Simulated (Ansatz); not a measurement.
One change: `[NH2][Nb]([NH2])(=[O])[F]` becomes `[NH2][Nb](=[O])([OH])[F]`.

Ansatz, PBE0-D4/def2-TZVP geometries, multiplicity 1. Each molecule was computed in one conformer, which needn't be the lowest.

Elements past krypton have def2 core potentials.

```csv
property,`[NH2][Nb]([NH2])(=[O])[F]`
HOMO energy (ωB97M-V/def2-TZVPP) / eV,-10.13
size of the dipole moment (ωB97M-V/def2-TZVPP) / D,3.94
HOMO–LUMO gap (PBE/def2-TZVPP) / eV,4.59
HOMO energy (PBE0/def2-TZVPP) / eV,-7.82
size of the dipole moment (B3LYP/def2-TZVPP) / D,3.97
LUMO energy (B3LYP/def2-TZVPP) / eV,-1.22
```

(1) What does the change do to each property? (Best estimate.)

Answers

(1) Ansatz gave: 
```
                                          property  `[NH2][Nb](=[O])([OH])[F]`  shift
             HOMO energy (ωB97M-V/def2-TZVPP) / eV                      -10.65  -0.52
size of the dipole moment (ωB97M-V/def2-TZVPP) / D                        3.00  -0.94
               HOMO–LUMO gap (PBE/def2-TZVPP) / eV                        4.81   0.22
                HOMO energy (PBE0/def2-TZVPP) / eV                       -8.30  -0.48
  size of the dipole moment (B3LYP/def2-TZVPP) / D                        3.03  -0.94
               LUMO energy (B3LYP/def2-TZVPP) / eV                       -1.43  -0.21
```

With PBE0 the HOMO falls by 0.48 eV and the LUMO falls by 0.19 eV, so the gap widens by about 0.29 eV. PBE moves the HOMO by -0.42 eV and ωB97M-V by -0.52 eV. The zero-point energy changes by -31.4 kJ/mol with -3 modes. Dipoles are sizes alone; their direction can turn.

B3LYP here is the variant with VWN-RPA as its local correlation; programs differ in this.
